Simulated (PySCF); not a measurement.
# [Er(H2O)3]3+ at several levels of theory

Computed with PySCF 2.14.0 (density fitting, no spin-orbit coupling) at the geometry relaxed with PBE0:

```xyz
10
[Er(H2O)3]3+ (singlet in the valence; each metal's 4f electrons, 11 of them, lie in its core potential, out of spins and levels)
Er    0.0000    0.0000    0.0000
O     2.2205    0.0000    0.0000
H     2.8376    0.7349    0.2398
H     2.8376   -0.7349   -0.2398
O    -1.1103    1.9230    0.0000
H    -2.0552    2.0900    0.2398
H    -0.7824    2.8249   -0.2398
O    -1.1102   -1.9230    0.0000
H    -0.7824   -2.8249    0.2398
H    -2.0552   -2.0900   -0.2398
```

```json
{"level": "PBE0", "basis": "Er lcecp-1-SVP with ECP57, O def2-SVP, H def2-SVP", "state": "singlet", "HOMO (eV)": "-25.50", "gap (eV)": "8.30", "charge on Er1 (e)": "1.94", "population of f-type functions on Er1 (polarisation alone where 4f lies in the core)": "0.04", "dipole about the centre of mass (D)": "0.00", "largest force component (eV/Å)": "0.01"}
{"level": "BP86", "basis": "the same", "state": "singlet", "HOMO (eV)": "-23.76", "gap (eV)": "5.81", "charge on Er1 (e)": "1.82", "population of f-type functions on Er1 (polarisation alone where 4f lies in the core)": "0.04", "dipole about the centre of mass (D)": "0.00", "largest force component (eV/Å)": "0.56"}
{"level": "PBE0", "basis": "Er lcecp-1-TZVP with ECP57, O def2-TZVP, H def2-TZVP", "state": "singlet", "HOMO (eV)": "-25.49", "gap (eV)": "8.36", "charge on Er1 (e)": "2.19", "population of f-type functions on Er1 (polarisation alone where 4f lies in the core)": "0.05", "dipole about the centre of mass (D)": "0.00", "largest force component (eV/Å)": "0.31"}
```

In the lcecp rows the 4f levels are missing from HOMO and gap, and the state counts the valence alone.

Charges are Mulliken's, which hang on the basis. The relaxation used the grid (50, 194), these runs (75, 302) or, all-electron (x2c bases, spin-free X2C Hamiltonian), (99, 590).

Task: What does BLYP with Er lcecp-1-SVP with ECP57, O def2-SVP, H def2-SVP give here?

Result: state singlet, HOMO (eV) -23.53, gap (eV) 5.37, charge on Er1 (e) 1.78, population of f-type functions on Er1 (polarisation alone where 4f lies in the core) 0.04, dipole about the centre of mass (D) 0.00, largest force component (eV/Å) 0.56. Time: 6.7 s on 2 threads of AMD EPYC 7R43 64-Core Processor (Zen 3) (shared host), from an already converged density.

In the first row's basis the gap widens with exact exchange: 5.4 to 5.8 eV for BLYP, BP86 (none); 8.3 eV for PBE0 (a fixed share).

A frequency check found unstable modes (1, the lowest at -20 cm⁻¹), so the relaxed geometry is a saddle point, or these are noise. An lcecp potential fixes the number of 4f electrons, so in runs with it no electron can move into or out of that shell.
